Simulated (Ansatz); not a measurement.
Geometry optimisation of Si16OH28⁺.

```yaml
crystal:
  periodic: [false, false, false]
  atoms:
    - {symbol: Si, position_ang: [-3.776824, 1.453013, -0.216310]}
    - {symbol: Si, position_ang: [-0.827059, -3.356457, 2.050322]}
    - {symbol: Si, position_ang: [1.665448, -2.887627, -0.521467]}
    - {symbol: O, position_ang: [-1.552646, -1.149342, -0.588789]}
    - {symbol: Si, position_ang: [-0.905547, 2.219003, 2.449598]}
    - {symbol: Si, position_ang: [0.840785, 0.867285, 1.601643]}
    - {symbol: Si, position_ang: [2.008185, 1.937687, -0.149645]}
    - {symbol: Si, position_ang: [-1.147863, 4.315331, -0.707600]}
    - {symbol: Si, position_ang: [4.539561, -1.119971, -0.184827]}
    - {symbol: Si, position_ang: [-2.117740, -1.669760, 1.046251]}
    - {symbol: Si, position_ang: [-2.756336, -0.205554, -1.533770]}
    - {symbol: Si, position_ang: [-2.397879, 3.047642, 0.832391]}
    - {symbol: Si, position_ang: [0.068346, -1.446136, -1.475431]}
    - {symbol: Si, position_ang: [0.187635, -4.532113, 0.285108]}
    - {symbol: Si, position_ang: [2.936261, -2.068787, 1.291465]}
    - {symbol: Si, position_ang: [0.575563, 3.036448, -1.674787]}
    - {symbol: Si, position_ang: [3.526002, 0.622292, -1.409057]}
    - {symbol: H, position_ang: [-4.627780, 2.134716, -1.264679]}
    - {symbol: H, position_ang: [-4.707261, 0.771302, 0.752538]}
    - {symbol: H, position_ang: [-1.900396, -4.094790, 2.816150]}
    - {symbol: H, position_ang: [0.138365, -2.715092, 3.003882]}
    - {symbol: H, position_ang: [2.125015, -3.370624, -1.895608]}
    - {symbol: H, position_ang: [-1.669629, 1.500094, 3.535985]}
    - {symbol: H, position_ang: [-0.296310, 3.456461, 3.065372]}
    - {symbol: H, position_ang: [0.212217, -0.427345, 1.145711]}
    - {symbol: H, position_ang: [1.740423, 0.583762, 2.769227]}
    - {symbol: H, position_ang: [2.753962, 3.051372, 0.551968]}
    - {symbol: H, position_ang: [-2.057098, 4.897376, -1.762543]}
    - {symbol: H, position_ang: [-0.551763, 5.452853, 0.084245]}
    - {symbol: H, position_ang: [5.220228, -1.960473, -1.249576]}
    - {symbol: H, position_ang: [5.661736, -0.436550, 0.570186]}
    - {symbol: H, position_ang: [-3.492069, -2.165992, 0.671780]}
    - {symbol: H, position_ang: [-2.303619, -0.375587, 1.788679]}
    - {symbol: H, position_ang: [-3.711125, -1.239082, -2.058971]}
    - {symbol: H, position_ang: [-1.945766, 0.367660, -2.654762]}
    - {symbol: H, position_ang: [-3.413199, 3.947920, 1.501842]}
    - {symbol: H, position_ang: [-0.524242, -1.953223, -2.769707]}
    - {symbol: H, position_ang: [0.429543, -0.006596, -1.702172]}
    - {symbol: H, position_ang: [-0.929685, -4.986488, -0.626214]}
    - {symbol: H, position_ang: [0.879869, -5.749178, 0.841137]}
    - {symbol: H, position_ang: [3.626271, -3.451587, 1.355741]}
    - {symbol: H, position_ang: [-0.079570, 2.044076, -2.605122]}
    - {symbol: H, position_ang: [1.415176, 3.951713, -2.533735]}
    - {symbol: H, position_ang: [2.715128, 0.066322, -2.561901]}
    - {symbol: H, position_ang: [4.467990, 1.632527, -2.025249]}
basis:
  gaussian: {orbitals: def2-SVP, fitting: {mean_field: def2-universal-jkfit}}
total_charge: 1
magnetization: {spin_polarized: true, initial_magnetization: 1}
hamiltonian: {xc: pbe, dispersion: d4}
scf: {lower_state_search: "off"}
output: {orbitals: {seedname: orbitals}}
relax: {f_tol: 0.03, max_steps: 70}
```

```sh
$ ansatz run in.yaml --threads 2 --pin off --events-out ev --progress --plain --max-ram 32768MiB --backend cuda --devices 0, --max-vram 18GiB
```

Output, abridged:

```
Functional definition: PBE
mean field -128430.59802400 eV, -4719.7374239959 hartree, gradient 3.4e-6 eV, S^2 0.753667; 0 other end points of the search recorded, 0 dependent functions left out
relax step   1: F+E_penalty+E_count = -128433.17568300 eV  Δ(F+E_penalty+E_count) = +0.000e0 eV  max|allowed force component| = 1.489e0 eV/Å  Δτ_max = 0.0000 Å  (22 SCF iters, accepted)
mean field -128431.26841202 eV, -4719.7620603013 hartree, gradient 1.9e-6 eV, S^2 0.753202; 0 other end points of the search recorded, 0 dependent functions left out
relax step   2: F+E_penalty+E_count = -128433.83140352 eV  Δ(F+E_penalty+E_count) = -6.557e-1 eV  max|allowed force component| = 6.410e-1 eV/Å  Δτ_max = 0.1979 Å  (23 SCF iters, accepted)
mean field -128431.44267717 eV, -4719.7684644275 hartree, gradient 4.0e-6 eV, S^2 0.753298; 0 other end points of the search recorded, 0 dependent functions left out
relax step   3: F+E_penalty+E_count = -128433.98987606 eV  Δ(F+E_penalty+E_count) = -1.585e-1 eV  max|allowed force component| = 2.029e-1 eV/Å  Δτ_max = 0.2000 Å  (20 SCF iters, accepted)
mean field -128431.50061539 eV, -4719.7705936177 hartree, gradient 2.7e-6 eV, S^2 0.753483; 0 other end points of the search recorded, 0 dependent functions left out
relax step   4: F+E_penalty+E_count = -128434.03839447 eV  Δ(F+E_penalty+E_count) = -4.852e-2 eV  max|allowed force component| = 1.794e-1 eV/Å  Δτ_max = 0.2000 Å  (20 SCF iters, accepted)
mean field -128431.51901985 eV, -4719.7712699693 hartree, gradient 2.1e-6 eV, S^2 0.753634; 0 other end points of the search recorded, 0 dependent functions left out
relax step   5: F+E_penalty+E_count = -128434.05965739 eV  Δ(F+E_penalty+E_count) = -2.126e-2 eV  max|allowed force component| = 3.278e-1 eV/Å  Δτ_max = 0.1950 Å  (20 SCF iters, accepted)
mean field -128431.53719361 eV, -4719.7719378425 hartree, gradient 2.6e-6 eV, S^2 0.753722; 0 other end points of the search recorded, 0 dependent functions left out
relax step   6: F+E_penalty+E_count = -128434.08425741 eV  Δ(F+E_penalty+E_count) = -2.460e-2 eV  max|allowed force component| = 8.203e-2 eV/Å  Δτ_max = 0.1998 Å  (19 SCF iters, accepted)
mean field -128431.47478235 eV, -4719.7696442711 hartree, gradient 1.1e-6 eV, S^2 0.753946; 0 other end points of the search recorded, 0 dependent functions left out
relax step   7: F+E_penalty+E_count = -128434.02967024 eV  Δ(F+E_penalty+E_count) = +5.459e-2 eV  max|allowed force component| = 2.651e-1 eV/Å  Δτ_max = 0.1538 Å  (20 SCF iters, rejected (line search))
mean field -128431.54047862 eV, -4719.7720585643 hartree, gradient 1.7e-6 eV, S^2 0.753765; 0 other end points of the search recorded, 0 dependent functions left out
relax step   8: F+E_penalty+E_count = -128434.09193735 eV  Δ(F+E_penalty+E_count) = -7.680e-3 eV  max|allowed force component| = 6.618e-2 eV/Å  Δτ_max = 0.0768 Å  (20 SCF iters, accepted)
mean field -128431.54020385 eV, -4719.7720484669 hartree, gradient 2.1e-6 eV, S^2 0.753830; 0 other end points of the search recorded, 0 dependent functions left out
relax step   9: F+E_penalty+E_count = -128434.09619287 eV  Δ(F+E_penalty+E_count) = -4.256e-3 eV  max|allowed force component| = 5.630e-2 eV/Å  Δτ_max = 0.0904 Å  (19 SCF iters, accepted)
mean field -128431.54171936 eV, -4719.7721041609 hartree, gradient 2.3e-6 eV, S^2 0.753868; 0 other end points of the search recorded, 0 dependent functions left out
relax step  10: F+E_penalty+E_count = -128434.09741575 eV  Δ(F+E_penalty+E_count) = -1.223e-3 eV  max|allowed force component| = 6.372e-2 eV/Å  Δτ_max = 0.0402 Å  (20 SCF iters, accepted)
mean field -128431.54252565 eV, -4719.7721337913 hartree, gradient 2.1e-6 eV, S^2 0.753891; 0 other end points of the search recorded, 0 dependent functions left out
relax step  11: F+E_penalty+E_count = -128434.09836014 eV  Δ(F+E_penalty+E_count) = -9.444e-4 eV  max|allowed force component| = 4.156e-2 eV/Å  Δτ_max = 0.0379 Å  (19 SCF iters, accepted)
mean field -128431.54324331 eV, -4719.7721601649 hartree, gradient 2.0e-6 eV, S^2 0.753894; 0 other end points of the search recorded, 0 dependent functions left out
relax step  12: F+E_penalty+E_count = -128434.09901179 eV  Δ(F+E_penalty+E_count) = -6.517e-4 eV  max|allowed force component| = 2.161e-2 eV/Å  Δτ_max = 0.0394 Å  (19 SCF iters, accepted)
Total energy: -128434.09909055 eV, -4719.8660858187 hartree
Atom 0 at    -3.760626     1.485833    -0.133896 Å, force     0.001169     0.006653    -0.000685 eV/Å
Atom 1 at    -0.794185    -3.300290     2.026148 Å, force     0.003594    -0.004626    -0.008925 eV/Å
Atom 2 at     1.416842    -3.081819    -0.758097 Å, force    -0.002000    -0.000289     0.011264 eV/Å
Atom 3 at    -1.609264    -1.173710    -0.680428 Å, force     0.017022     0.006945    -0.011397 eV/Å
Atom 4 at    -0.776272     2.111204     2.473417 Å, force     0.003924    -0.007160    -0.001954 eV/Å
Atom 5 at     0.912108     0.822098     1.444310 Å, force    -0.006419    -0.004833    -0.000433 eV/Å
Atom 6 at     2.016771     2.020597    -0.261289 Å, force    -0.000296    -0.005224     0.001820 eV/Å
Atom 7 at    -1.133286     4.326073    -0.655372 Å, force     0.001443     0.000500     0.000432 eV/Å
Atom 8 at     4.630141    -0.807341     0.008545 Å, force     0.006736     0.002955     0.014070 eV/Å
Atom 9 at    -2.133718    -1.673883     0.980722 Å, force    -0.001948    -0.002918     0.002130 eV/Å
Atom 10 at    -2.845329    -0.147801    -1.560002 Å, force     0.004901     0.005587     0.012387 eV/Å
Atom 11 at    -2.297115     3.008820     0.914814 Å, force    -0.000379     0.000470    -0.000389 eV/Å
Atom 12 at    -0.084542    -1.491222    -1.638679 Å, force    -0.002794    -0.005619     0.003833 eV/Å
Atom 13 at     0.082575    -4.676129     0.335604 Å, force     0.002856     0.007685     0.000866 eV/Å
Atom 14 at     2.884998    -2.149759     0.797866 Å, force     0.002789    -0.018550     0.013443 eV/Å
Atom 15 at     0.516315     3.060485    -1.758282 Å, force    -0.004485    -0.002027     0.001277 eV/Å
Atom 16 at     3.585647     0.713475    -1.450079 Å, force     0.000383    -0.001464     0.000254 eV/Å
Atom 17 at    -4.615147     2.226989    -1.134519 Å, force     0.000384    -0.002154     0.000641 eV/Å
Atom 18 at    -4.663477     0.773240     0.835550 Å, force    -0.001296    -0.000633     0.000509 eV/Å
Atom 19 at    -1.771237    -3.953644     2.966900 Å, force     0.000538    -0.001531     0.001542 eV/Å
Atom 20 at     0.290164    -2.594580     2.791343 Å, force    -0.001029    -0.000114     0.001433 eV/Å
Atom 21 at     2.027436    -3.575141    -2.050438 Å, force     0.000244     0.001913    -0.001428 eV/Å
Atom 22 at    -1.484308     1.300967     3.528648 Å, force     0.001145     0.001456    -0.001073 eV/Å
Atom 23 at    -0.105556     3.291221     3.127602 Å, force    -0.000666    -0.000563    -0.001270 eV/Å
Atom 24 at     0.264557    -0.423059     0.871388 Å, force     0.002111     0.004922     0.003184 eV/Å
Atom 25 at     1.882188     0.343604     2.494914 Å, force    -0.000752     0.004967    -0.003576 eV/Å
Atom 26 at     2.765350     3.109559     0.467687 Å, force     0.002214     0.001880    -0.001883 eV/Å
Atom 27 at    -2.106522     4.903786    -1.649030 Å, force     0.000890     0.001683     0.001228 eV/Å
Atom 28 at    -0.471688     5.437185     0.115417 Å, force     0.000727     0.000017    -0.000082 eV/Å
Atom 29 at     5.686823    -1.628866    -0.685519 Å, force    -0.004907     0.002682     0.004200 eV/Å
Atom 30 at     5.228906    -0.096200     1.192975 Å, force    -0.008903    -0.005852    -0.012803 eV/Å
Atom 31 at    -3.508908    -2.190130     0.661131 Å, force    -0.000700     0.000651    -0.000535 eV/Å
Atom 32 at    -2.264280    -0.369918     1.710910 Å, force    -0.001305     0.000963     0.003884 eV/Å
Atom 33 at    -3.814918    -1.167872    -2.075387 Å, force    -0.013792    -0.006857    -0.009660 eV/Å
Atom 34 at    -2.019179     0.410692    -2.677828 Å, force     0.002001    -0.005822    -0.001395 eV/Å
Atom 35 at    -3.265234     3.888217     1.671059 Å, force     0.000779     0.001057    -0.001566 eV/Å
Atom 36 at    -0.693736    -1.980796    -2.922614 Å, force     0.000548     0.000930     0.001475 eV/Å
Atom 37 at     0.449398    -0.107297    -1.829976 Å, force    -0.004125     0.001389     0.000317 eV/Å
Atom 38 at    -1.038421    -5.177210    -0.533060 Å, force     0.001722    -0.000370     0.001130 eV/Å
Atom 39 at     0.895634    -5.805344     0.899569 Å, force    -0.000980     0.001867    -0.000462 eV/Å
Atom 40 at     3.178426    -3.138302     1.898767 Å, force    -0.003004     0.013776    -0.021609 eV/Å
Atom 41 at    -0.165914     2.001954    -2.588684 Å, force     0.002215     0.000833     0.001208 eV/Å
Atom 42 at     1.314834     3.932393    -2.691110 Å, force    -0.001553     0.000894    -0.001465 eV/Å
Atom 43 at     2.865684    -0.090873    -2.505923 Å, force    -0.000843     0.004573     0.002429 eV/Å
Atom 44 at     4.570368     1.621295    -2.135775 Å, force     0.001839    -0.000642    -0.002364 eV/Å
Dipole moment:    -0.561662    -0.664368    -0.113036 e Å
Checks for a lower state left out: stability, starts, cluster_reference, orbital_swaps, neighbouring_geometries, increment
```

It took 96 s on 2 threads of AMD EPYC 7R13 on a shared host and a share (18 GiB) of an NVIDIA H100 80GB HBM3.

Single mean-field runs in def2-SVP are fitted with def2-universal-jkfit.
